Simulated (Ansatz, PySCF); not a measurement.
Scan of H3B, singlet: umbrella (inversion) coordinate, bond length relaxed. Scanned: angle between the B-H bonds and the threefold axis (90 = planar). Other coordinates (B-H bond length) were minimised at B3LYP/def2-TZVP.

- RKS-PBE/aug-cc-pVQZ = restricted PBE/aug-cc-pVQZ run with Ansatz (a first-principles code)
- r2SCAN/def2-TZVP (PySCF)
- CCSD(T)/aug-cc-pVQZ = CCSD(T) on RHF/aug-cc-pVQZ, frozen core (Ansatz)

Energies relative to the lowest point of each profile, in kcal/mol; the last columns give the difference from CCSD(T):

```
a / °   RKS-PBE/aug-cc-pVQZ  r2SCAN  CCSD(T)/aug-cc-pVQZ  RKS-PBE/aug-cc-pVQZ − CCSD(T)/aug-cc-pVQZ  r2SCAN − CCSD(T)/aug-cc-pVQZ
------  -------------------  ------  -------------------  -----------------------------------------  ----------------------------
90                      0.0     0.0                  0.0                                        0.0                           0.0
93.90                   0.8     0.9                  0.9                                        0.0                           0.0
96.90                   2.6     2.8                  2.8                                       -0.1                           0.0
99.90                   5.4     5.7                  5.7                                       -0.3                           0.0
102.90                  9.2     9.7                  9.7                                       -0.5                           0.0
105.90                 14.0    14.7                 14.7                                       -0.7                           0.0
108.90                 19.8    20.8                 20.8                                       -1.0                          -0.1
111.90                 26.7    28.0                 28.0                                       -1.4                          -0.1
114.90                 34.5    36.2                 36.3                                       -1.8                          -0.1
117.90                 43.4    45.6                 45.7                                       -2.2                          -0.1
120.90                 53.4    56.1                 56.2                                       -2.7                          -0.1
123.90                 64.5    67.8                 67.9                                       -3.3                          -0.1
126.90                 76.8    80.7                 80.7                                       -4.0                           0.0
129.90                 90.2    94.8                 94.8                                       -4.7                           0.0
132                   100.3   105.5                105.5                                       -5.2                           0.0
```

RKS-PBE/aug-cc-pVQZ is furthest from CCSD(T)/aug-cc-pVQZ at 132 (-5.2 kcal/mol, below); its mean absolute difference over the points is 1.9 kcal/mol.

r2SCAN is furthest from CCSD(T)/aug-cc-pVQZ at 117.90 (-0.1 kcal/mol, below); its mean absolute difference over the points is 0.0 kcal/mol.
